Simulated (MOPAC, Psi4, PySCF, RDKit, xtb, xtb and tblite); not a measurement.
Two geometries of SMILES COc1ccc(-c2ccco2)s1, relaxed at GFN2-xTB with one dihedral held; other torsions can differ between them too.

Structure A

```
20

C     -3.8965    -0.4766    -0.6166
O     -3.4431     0.5597     0.2219
C     -2.1145     0.6769     0.3803
C     -1.4927     1.6199     1.1450
C     -0.0903     1.4916     1.1278
C      0.3585     0.4426     0.3800
C      1.7167     0.0732     0.0737
C      2.2932    -1.1569    -0.1133
C      3.6409    -0.9122    -0.4598
C      3.7838     0.4408    -0.4743
O      2.6264     1.0475    -0.1641
S     -0.9700    -0.3911    -0.3840
H     -4.9824    -0.4090    -0.6230
H     -3.5869    -1.4550    -0.2346
H     -3.5101    -0.3567    -1.6341
H     -2.0289     2.3698     1.6950
H      0.5734     2.1424     1.6678
H      1.8118    -2.1069    -0.0022
H      4.3949    -1.6428    -0.6693
H      4.6251     1.0716    -0.6827
```

Structure B

```
20

C     -3.9272    -0.4088    -0.6529
O     -3.4528     0.5419     0.2709
C     -2.1199     0.6458     0.4056
C     -1.4796     1.5065     1.2498
C     -0.0788     1.3964     1.1741
C      0.3520     0.4721     0.2646
C      1.6959     0.0600    -0.0213
C      2.8369     0.1418     0.7393
C      3.8805    -0.3711    -0.0623
C      3.3090    -0.7184    -1.2477
O      1.9922    -0.4561    -1.2362
S     -0.9970    -0.3240    -0.5034
H     -5.0130    -0.3483    -0.6207
H     -3.6029    -1.4185    -0.3802
H     -3.5725    -0.1854    -1.6646
H     -2.0030     2.1885     1.8927
H      0.5952     1.9965     1.7574
H      2.9093     0.5052     1.7432
H      4.9118    -0.4677     0.2087
H      3.7145    -1.1448    -2.1435
```

Problem. Which is lower in energy at the level Psi4 1.11 with PBE0-D3(BJ)/def2-SVP // GFN2-xTB, and by how much?

Solution. B is lower, by 4.20 kJ/mol (dihedral S12–C6–C7–O11: 135° in A, 30° in B).

E(B) − E(A) in kJ/mol at the other levels, on the same two geometries: GFN2-xTB (xtb and tblite) -4.09; MMFF94 // GFN2-xTB (RDKit) -1.44; PBE0/def2-SVP // GFN2-xTB (Psi4) -4.23; PBE/def2-SVP // GFN2-xTB (Psi4) -4.63; PBE-D3(BJ)/def2-SVP // GFN2-xTB (Psi4) -4.64; UFF // GFN2-xTB (RDKit) -10.21; AM1, restricted, heats of formation // GFN2-xTB (MOPAC) 0.54; PM7, restricted, heats of formation // GFN2-xTB (MOPAC) -0.87; GFN1-xTB // GFN2-xTB (xtb) -5.99; restricted B3LYP/6-31G*, spherical d, density fitting // GFN2-xTB (PySCF) -4.43; restricted BP86/6-31G*, spherical d, density fitting // GFN2-xTB (PySCF) -4.64; restricted Hartree-Fock/3-21G, density fitting // GFN2-xTB (PySCF) -5.84; restricted B3LYP/3-21G, density fitting // GFN2-xTB (PySCF) -7.36.
